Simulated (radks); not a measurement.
Task: Spherical quantum dot in the effective-mass picture: electrons in a parabolic well V = omega^2 r^2 / 2 with omega = 0.0589, all in effective atomic units (hartree* = m*/eps^2 hartree, bohr* = eps/m* bohr), one dielectric constant everywhere. Method: non-relativistic Kohn-Sham, LDA (Slater exchange, Perdew-Wang correlation), spin-polarised, spherical densities; computed with a radial shooting solver with Libxc functionals. Levels are named by radial order and angular momentum (1s, 1p, 1d, 2s, ...), and open shells are averaged over m. Results are scaled to m* = 0.449 and eps = 7, for which hartree* = 249.3 meV and bohr* = 0.825 nm. At N = 27 the configuration is 1s2 1p6 1d10 2s2 1f(up 7, down 0). Does electron 28 go into 1g up or 2p up or 1f down?

Result: Into 1f down. The total energies of the other choices lie higher by 2.14 meV (2p up), 2.18 meV (1g up).
